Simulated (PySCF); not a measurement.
Structure problem from calculated spectra and properties.

Formula: C6H5FO2S.

* Dipole: 5.34 D [PBE0/pcSseg-1]
* 1H NMR: chemical shifts (computed TMS as zero) by class: 8.31 (2 H), 8.03 (1 H), 7.94 (2 H) ppm [GIAO PBE0/pcSseg-1]
* Rotational structure: rotational constants A, B, C: 2.633, 0.838, 0.737 GHz [GFN2-xTB]
* NMR, other nuclei: isotropic shieldings of nuclei other than C and H, by class: 99 (2 O), 63 (1 F), 168 (1 S) ppm [GIAO PBE0/pcSseg-1]
* 13C NMR: chemical shifts (computed TMS as zero) by class: 142.3 (1 C), 141.4 (1 C), 135.2 (2 C), 133.1 (2 C) ppm [GIAO PBE0/pcSseg-1]

Gas-phase values; electronic properties from PySCF, density fitting. Levels stand in brackets. The structure is a single GFN2-xTB conformer in the gas phase; no vibrational or solvent corrections. NMR values are class means; diastereotopic atoms form classes of their own.

**Question.** What is the compound? Reason from the data.

**Answer.** Numbering: `[O:1]=[S:2](=[O:3])([F:4])[c:5]1[cH:6][cH:7][cH:8][cH:9][cH:10]1`. 6 carbons fall into 4 classes; from least to most shielded: substituted aromatic carbon [C5] (142.3 ppm), aromatic CH carbon [C8] (141.4 ppm), aromatic CH carbon [C7/C9] (135.2 ppm, 2 C), aromatic CH carbon [C6/C10] (133.1 ppm, 2 C). Hydrogen classes from least to most shielded: 2 H on the ortho carbons, C6/C10 (8.31 ppm), 1 H on the para carbon, C8 (8.03 ppm), 2 H on the meta carbons, C7/C9 (7.94 ppm). The other shieldings belong to: 99 ppm, sulfonyl oxygen [O1/O3]; 63 ppm, sulfur-bound fluorine [F4]; 168 ppm, sulfonyl sulfur [S2]. The optimised geometry has point group Cs and is an asymmetric top. Structure: `c1cc(S(=O)(F)=O)ccc1`. Computed isomers that give other values at the same levels: `COc1csc(C(=O)F)c1` (13C chemical shifts (computed TMS as zero) by class: 164.6 (1 C), 160.2 (1 C), 136.3 (1 C), 135.7 (1 C), 116.2 (1 C), 58.2 (1 C) ppm); `COc1ccsc1C(=O)F` (13C chemical shifts (computed TMS as zero) by class: 169.9 (1 C), 160.8 (1 C), 145.4 (1 C), 117.4 (1 C), 115.2 (1 C), 58.8 (1 C) ppm). The assignments are read from this structure; whether some other isomer fits the data as well wasn't checked.

The values belong to the conformer `[O:1]=[S:2](=[O:3])([F:4])[c:5]1[cH:6][cH:7][cH:8][cH:9][cH:10]1`: O1–S2–C5–C6 22°.
